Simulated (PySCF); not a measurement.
ClPb (SMILES [Cl][Pb]), doublet, at a GFN2-xTB geometry (such geometries of metal compounds can be far from the true shape) (the spin is typed, not shown lowest) (core potentials on Pb); DF-CAMB3LYP/def2-TZVPD (PySCF).

PySCF was given this input:
```python
from pyscf import gto, scf, dft
import numpy

mol = gto.M(
    atom='''
Pb   -0.000000   -0.000000   -0.434725
Cl    0.000000    0.000000    2.096907
''',
    basis='def2-tzvpd',
    ecp={'Pb': 'def2-tzvpd'},
    charge=0,
    spin=1,
    verbose=4,
)
print('smallest overlap eigenvalue', numpy.linalg.eigvalsh(mol.intor('int1e_ovlp'))[0])

mf = dft.UKS(mol)
mf.xc = 'camb3lyp'
mf = mf.density_fit(auxbasis='def2-universal-jkfit')
mf = scf.addons.remove_linear_dep_(mf, threshold=1e-8, lindep=1e-8)
mf.kernel()
```

Output, abridged:

```
PySCF version 2.14.0

[INPUT] verbose = 4
[INPUT] num. atoms = 2
[INPUT] num. electrons = 39
[INPUT] charge = 0
[INPUT] spin (= nelec alpha-beta = 2S) = 1
[INPUT] symmetry False subgroup None
[INPUT] Mole.unit = angstrom
[INPUT] Symbol           X                Y                Z      unit          X                Y                Z       unit  Magmom
[INPUT]  1 Pb     0.000000000000   0.000000000000  -0.434725000000 AA    0.000000000000   0.000000000000  -0.821511189502 Bohr   0.0
[INPUT]  2 Cl     0.000000000000   0.000000000000   2.096907000000 AA    0.000000000000   0.000000000000   3.962579938683 Bohr   0.0

nuclear repulsion = 78.1757683913302
number of shells = 34
number of NR pGTOs = 169
number of NR cGTOs = 102
basis = def2-tzvpd
ecp = {'Pb': 'def2-tzvpd'}
input.py:20: DeprecationWarning: remove_linear_dep_ is deprecated and will be removed in a future release. Linear dependency handling is now built into the SCF procedure by default. Linear dependency removal can be controlled using the following settings:
  pyscf.scf.hf.remove_overlap_zero_eigenvalue = True
  pyscf.scf.hf.overlap_zero_eigenvalue_threshold = 1e-6

  mf = scf.addons.remove_linear_dep_(mf, threshold=1e-8, lindep=1e-8)
smallest overlap eigenvalue 0.002252542302492133

******** <class 'pyscf.df.df_jk.DFUKS'> ********
method = DFUKS
initial guess = minao
damping factor = 0
level_shift factor = 0
DIIS = <class 'pyscf.scf.diis.CDIIS'>
diis_start_cycle = 1
diis_space = 8
diis_damp = 0
SCF conv_tol = 1e-09
SCF conv_tol_grad = None
SCF max_cycles = 50
direct_scf = False
number electrons alpha = 20  beta = 19
XC library pyscf.dft.libxc version 7.1.2
    S. Lehtola, C. Steigemann, M. J. T. Oliveira, and M. A. L. Marques,  SoftwareX 7, 1–5 (2018)
XC functionals = camb3lyp
    T. Yanai, D. P. Tew, and N. C. Handy,  Chem. Phys. Lett. 393, 51 (2004)
radial grids:
    Treutler-Ahlrichs [JCP 102, 346 (1995); DOI:10.1063/1.469408] (M4) radial grids

becke partition: Becke, JCP 88, 2547 (1988); DOI:10.1063/1.454033
pruning grids: <function nwchem_prune>
grids dens level: 3
symmetrized grids: False
atomic radii adjust function: <function treutler_atomic_radii_adjust>
small_rho_cutoff = 0
Set gradient conv threshold to 3.16228e-05
tot grids = 42112
******** <class 'pyscf.df.df.DF'> ********
auxbasis = def2-universal-jkfit
Create RSH-DF object <pyscf.df.df.DF object> for omega=0.33
******** <class 'pyscf.df.df.DF'> ********
auxbasis = auxmol.basis = def2-universal-jkfit
init E= -620.926953000792

cycle= 1 E= -652.390040261442  delta_E= -31.5  |g|= 1.29  |ddm|= 7.37
cycle= 2 E= -652.576421713421  delta_E= -0.186  |g|= 1.22  |ddm|= 3.57
cycle= 3 E= -653.10583541893  delta_E= -0.529  |g|= 0.07  |ddm|= 1.31
cycle= 4 E= -653.107441521648  delta_E= -0.00161  |g|= 0.0394  |ddm|= 0.117
cycle= 5 E= -653.107993488627  delta_E= -0.000552  |g|= 0.0087  |ddm|= 0.0415
cycle= 6 E= -653.108062844958  delta_E= -6.94e-05  |g|= 0.00373  |ddm|= 0.0141
cycle= 7 E= -653.108073932146  delta_E= -1.11e-05  |g|= 0.00132  |ddm|= 0.00548
cycle= 8 E= -653.108075958293  delta_E= -2.03e-06  |g|= 0.000302  |ddm|= 0.0027
cycle= 9 E= -653.108076157301  delta_E= -1.99e-07  |g|= 6.45e-05  |ddm|= 0.000881
cycle= 10 E= -653.108076169818  delta_E= -1.25e-08  |g|= 2.22e-05  |ddm|= 0.000223
cycle= 11 E= -653.10807617117  delta_E= -1.35e-09  |g|= 1.08e-05  |ddm|= 6.96e-05
cycle= 12 E= -653.108076171434  delta_E= -2.64e-10  |g|= 3.8e-06  |ddm|= 3.24e-05
Extra cycle  E= -653.108076171465  delta_E= -3.17e-11  |g|= 2.13e-06  |ddm|= 1.03e-05
converged SCF energy = -653.108076171465  <S^2> = 0.75241515  2S+1 = 2.0024137
```
